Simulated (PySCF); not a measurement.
Working out the excitation energy of P+

P+ [Ne] 3s2 3p2 (3P) → P+ [Ne] 3s1 3p3 (5S). All numbers are calculated (PySCF 2.14, scalar relativity by spin-free X2C-1e, in aug-cc-pVDZ-DK). Frozen: [Ne]. Energies in hartree (1 hartree = 27.21139 eV):

```
             part   P+ (lower)   P+ (upper)
              UHF  -341.159399  -341.012143
MP2 opposite-spin    -0.041886     0.000000
    MP2 same-spin    -0.008374    -0.017871
```

Q: What does Hartree-Fock give?

A: (-341.012143) − (-341.159399) = 0.147256 hartree = 4.007 eV.

Q: What do MP2 and SCS-MP2 (6/5 opposite-spin, 1/3 same-spin) give?

A: The opposite-spin parts differ by 1.140 eV and the same-spin parts by -0.258 eV. MP2: 4.007 + (1.140) + (-0.258) = 4.889 eV. SCS-MP2: 4.007 + 1.2 × (1.140) + (-0.258)/3 = 5.289 eV.

Measured between the centres of the two terms (NIST): 5.627 eV, so MP2 (valence) is off by -0.738 eV.

A double-zeta basis recovers only part of the correlation energy.

What remains against the reference includes basis incompleteness, the frozen core and correlation beyond second order.
